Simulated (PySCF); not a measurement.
Molecule: `Cc1pcpc(C#N)p1`, C₅H₄NP₃.

Geometry (Å), atoms numbered from 1 in this order:
```xyz
13

C    -2.419   -0.534   -0.085
C    -0.994   -0.032   -0.040
P    -0.850    1.702   -0.159
C     0.844    2.058   -0.114
P     2.298    1.141    0.023
C     1.752   -0.522    0.129
C     2.813   -1.443    0.253
N     3.679   -2.191    0.353
P     0.185   -1.305    0.116
H    -3.124    0.290    0.017
H    -2.619   -1.033   -1.034
H    -2.607   -1.256    0.709
H     1.037    3.127   -0.186
```

Frames of a GFN2-xTB Langevin trajectory at 600 K; GIAO PBE0/pcSseg-1 shieldings in PySCF 2.14.0 with density-fitted response routines, gas phase, non-relativistic; equivalent atoms averaged within each frame.

Referencing at the same level of theory: 13C (σref 186.93) and 1H (σref 31.72) vs TMS; H3PO4 for 31P (σref 318.38); 15N (σref 267.73) against NH3. The references are static minima.

Q: How do the shifts (ppm) fluctuate along the trajectory?

A: 
```
         time (fs)     C2     C4     C6     C7    C1     P9     P5     P3     N8    H13
optimised geometry  213.5  190.0  173.1  126.6  31.9  310.8  284.7  260.0  348.8  11.12
               250  210.1  193.4  174.2  130.8  18.8  300.3  249.0  247.5  359.6  10.90
               425  226.4  185.3  161.4  126.3  19.8  297.0  260.9  310.1  344.0  11.38
               625  211.6  181.8  190.4  121.8  38.0  290.0  316.3  255.3  348.8  10.72
               800  226.7  199.5  178.3  126.4  28.3  269.6  308.8  281.9  374.6  11.88
              1000  199.0  182.3  201.3  125.0  33.3  341.7  372.1  256.5  393.5  11.21
    mean of frames  214.8  188.4  181.1  126.1  27.7  299.7  301.4  270.3  364.1  11.22
standard deviation   11.8    7.7   15.3    3.3   8.4   26.3   49.1   25.8   20.2   0.45
```

5 frames give an uncertainty of the mean of about the standard deviation over 2.2 at best, since frames this close in time may not be independent; classical motion lacks zero-point vibration, and the reference would need the same averaging.
